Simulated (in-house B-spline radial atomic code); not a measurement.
A fraction x of an electron is moved 2s → 3p in P4+, starting from [Ne] 3s1 and keeping the highest spin. Method: non-relativistic PW91, spin-polarised, spherical fractional occupations, point nucleus. Calculated with a B-spline radial code for spherical atoms.

```csv
x,E(x) - E(0) (eV),2s down level (eV),3p up level (eV)
0,0.0000,-228.969,-
0.125,22.6257,-231.343,-49.530
0.25,?,?,?
0.375,68.4812,-236.013,-50.989
0.5,91.7087,-238.308,-51.695
0.625,115.1341,-240.577,-52.387
0.75,138.7555,-242.818,-53.068
0.875,?,?,?
1,186.5779,-,-54.397
```

Problem. What belongs in the row x = 0.25?

Solution. An energy change of 45.4531 eV; 2s down at -233.691 eV, 3p up at -50.268 eV.

Problem. What belongs in the row x = 0.875?

Solution. An energy change of 162.5709 eV; 2s down at -245.031 eV, 3p up at -53.737 eV.

Problem. Check Janak's theorem between x = 0.375 and 0.5.

Solution. The slope of the energy is 185.82 eV; the orbital levels give 185.82 eV (ε of the receiving orbital less ε of the emptying one, averaged over the two points).
